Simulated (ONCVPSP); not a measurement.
## An all-electron radial function and its pseudo partner (Ge (Z = 32))

Columns: radius, all-electron u(r) and pseudo u(r) of the 3p shell (level -115.43 eV) of germanium in the configuration [Ne] 3s2 3p6 3d10 4s2 4p2; PBEsol, scalar-relativistic, ONCV scheme, ONCVPSP 4.0.1.

| r (bohr) | all-electron | pseudo |
| --- | --- | --- |
| 0.062 | -0.5223 | 0.0409 |
| 0.125 | -0.6977 | 0.1602 |
| 0.188 | -0.3536 | 0.3414 |
| 0.250 | 0.1633 | 0.5565 |
| 0.312 | 0.6420 | 0.7810 |
| 0.375 | 1.0030 | 0.9917 |
| 0.438 | 1.2240 | 1.1621 |
| 0.500 | 1.3250 | 1.2755 |
| 0.562 | 1.3400 | 1.3288 |
| 0.625 | 1.2949 | 1.3231 |
| 0.688 | 1.2125 | 1.2659 |
| 0.750 | 1.1117 | 1.1727 |
| 0.812 | 1.0028 | 1.0574 |
| 0.875 | 0.8916 | 0.9319 |
| 0.938 | 0.7848 | 0.8093 |
| 1.000 | 0.6868 | 0.6989 |
| 1.062 | 0.5973 | 0.6017 |
| 1.125 | 0.5156 | 0.5165 |
| 1.188 | 0.4432 | 0.4431 |
| 1.250 | 0.3805 | 0.3804 |
| 1.312 | 0.3257 | 0.3256 |
| 1.375 | 0.2774 | 0.2773 |
| 1.438 | 0.2358 | 0.2357 |
| 1.500 | 0.2005 | 0.2005 |
| 1.562 | 0.1703 | 0.1702 |
| 1.625 | 0.1440 | 0.1440 |

(1) How many radial nodes do the two functions have?

(2) At about which radius was the pseudo-wave matched?

(3) Where does each function peak?

(4) Is the pseudo-wave norm-conserving?

## Answers

(1) The all-electron 3p function has n − l − 1 = 1; the pseudo-wave has 0, since the states of the same l below it are removed with the core.

(2) 1.25 bohr, where the columns begin to agree (steps of 0.06 bohr).

(3) Outermost all-electron maximum near 0.56 bohr, pseudo maximum near 0.56 bohr (to the table’s step).

(4) Yes: the ONCV scheme keeps the norm inside the radius equal to the all-electron one, which fixes the energy derivative of the logarithmic derivative at the level.
